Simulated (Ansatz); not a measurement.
`[SiH3][SiH2]Br` + `C[NH][SnH2][CH]=O` → `O=C[SiH2]Br` + `C[NH][SnH2][SiH3]`  (redistribution)

Computed with Ansatz on PBE0-D4/def2-TZVP structures; ΔE is electronic, products minus reactants. CCSD(T)/CBS adds triple-zeta CCSD(T) − MP2 to the extrapolated MP2 energy (def2 sets, frozen cores). Functionals use def2-TZVPP. def2 core potentials past Kr. For Br, Sn outer-core shells are correlated without core-valence functions, which leaves a few kJ/mol of doubt a bond. Scalar relativity is left out up to krypton. Each species was taken in one conformer, which may not be the lowest.

```
            species  PBE-D4 energy (Eh)
   `[SiH3][SiH2]Br`         -3155.50776
`C[NH][SnH2][CH]=O`          -424.48320
      `O=C[SiH2]Br`         -2978.19602
`C[NH][SnH2][SiH3]`          -601.80477
```

Question: Work out ΔE.

Answer: ΔE = (-2978.19602) + (-601.80477) − (-3155.50776) − (-424.48320) = -0.00983 Eh = -25.8 kJ/mol. CCSD(T)/CBS gives -30.5 kJ/mol.

Largest T1 diagnostic among the species: 0.015.
